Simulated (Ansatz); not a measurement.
`O[SiH2][SiH2]O` and `O[SiH2][SiH2][SeH]` differ in one atom or group.

Ansatz, PBE0-D4/def2-TZVP geometries, multiplicity 1. Each molecule was computed in one conformer, which needn't be the lowest.

Scalar relativity is left out up to krypton.

```tsv
property	`O[SiH2][SiH2]O`
HOMO energy (PBE0/def2-TZVPP) / eV	-7.93
HOMO energy (B3LYP/def2-TZVPP) / eV	-7.74
size of the dipole moment (ωB97M-V/def2-TZVPP) / D	2.56
size of the dipole moment (B3LYP/def2-TZVPP) / D	2.55
size of the dipole moment (PBE/def2-TZVPP) / D	2.44
HOMO–LUMO gap (B3LYP/def2-TZVPP) / eV	6.66
```

(1) What does the change do to each property? (Best estimate.)

Answers

(1) Ansatz gave: 
```
                                          property  `O[SiH2][SiH2][SeH]`  shift
                HOMO energy (PBE0/def2-TZVPP) / eV                 -7.18   0.75
               HOMO energy (B3LYP/def2-TZVPP) / eV                 -6.96   0.78
size of the dipole moment (ωB97M-V/def2-TZVPP) / D                  1.07  -1.49
  size of the dipole moment (B3LYP/def2-TZVPP) / D                  1.09  -1.46
    size of the dipole moment (PBE/def2-TZVPP) / D                  1.00  -1.44
             HOMO–LUMO gap (B3LYP/def2-TZVPP) / eV                  5.91  -0.75
```

Dipoles are sizes alone; their direction can turn.

B3LYP here is the variant with VWN-RPA as its local correlation; programs differ in this.

Spin–orbit coupling is left out; it splits and shifts lone-pair levels of the heavy atoms by tenths of an eV.
